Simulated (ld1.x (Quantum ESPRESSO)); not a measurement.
## technetium (Tc): ultrasoft pseudisation with LDA (PZ), scalar-relativistic reference atom.

Tc, ultrasoft, made with ld1.x (Quantum ESPRESSO) 7.5 (LDA (PZ), scalar-relativistic). Core [Kr], reference 4d5 5s1 5p0 (charge +1). Waves: 5s (bound): rcut 2.35, rcutus 3.10 bohr; 5s channel at 1.4 Ry: rcut 2.35, rcutus 3.10 bohr; 5p (bound, empty): rcut 2.55, rcutus 2.90 bohr; 5p channel at 0.75 Ry: rcut 2.55, rcutus 2.90 bohr; 4d (bound): rcut 2.15, rcutus 2.40 bohr; 4d channel at 1.1 Ry: rcut 2.15, rcutus 2.40 bohr. Local part: all-electron potential smoothed inside 2.35 bohr (lloc = -1). Core correction: a·sin(br)/r model core, default radius (core density twice the valence density). Augmentation charge: PSQ, radius 1.90 bohr.

Poles of the logarithmic derivatives, all-electron (AE) and pseudo (PS). s: poles at 0.0 (AE) and 0.0, 1.1 (PS) Ry. p: poles at 0.8 (AE) and 0.8, 3.0 (PS) Ry. d: poles at -0.9, 2.5 (AE) and -0.9, 2.4 (PS) Ry. Test radius 3.35 bohr.

- Cutoffs needed: 18 Ry and 30 Ry (the cutoffs (Ry, on a coarse ladder) from which the occupation-weighted sum of valence levels, in a spherical-Bessel basis at the reference potential, stays within 10 and 1 mRy of its value at 400 Ry)
- Ghost test: no extra level below or beside the all-electron valence levels (s, p, d, f tested) (spherical-Bessel basis up to 400 Ry, 20 bohr box)
- Configuration tests: test run stopped at test 9 of 9 (negative rho)
- Lowest eigenvalue of the overlap operator: 0.17 (d channel)
- Density cutoff estimated by the generator: 114 Ry
